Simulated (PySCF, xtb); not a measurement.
4-sulfanylbutanal (C4H8OS), SMILES O=CCCCS. The values are those of a single conformer.

Harmonic wavenumbers (cm⁻¹) from GFN2-xTB (xtb) at its own minimum, in rising order: 58, 64, 98, 134, 233, 256, 421, 509, 678, 740, 797, 862, 886, 1008, 1030, 1066, 1104, 1124, 1183, 1233, 1258, 1277, 1350, 1390, 1436, 1445, 1475, 1797, 2442, 2736, 2938, 2960, 2973, 2987, 2992, 3002.

Q: What does PySCF with PBE0-D3(BJ)/def2-SVP give at its own minimum? (An estimate is asked for; the answer gives what the named calculation found.)

A: 58, 63, 108, 160, 253, 266, 425, 519, 689, 764, 797, 908, 912, 995, 1062, 1080, 1128, 1169, 1220, 1273, 1288, 1328, 1393, 1423, 1434, 1457, 1463, 1893, 2722, 2874, 3040, 3053, 3073, 3106, 3142, 3146. Paired by order, the mean absolute difference is 50 cm⁻¹ and the zero-point energies are 68.5 and 71.0 kcal/mol.
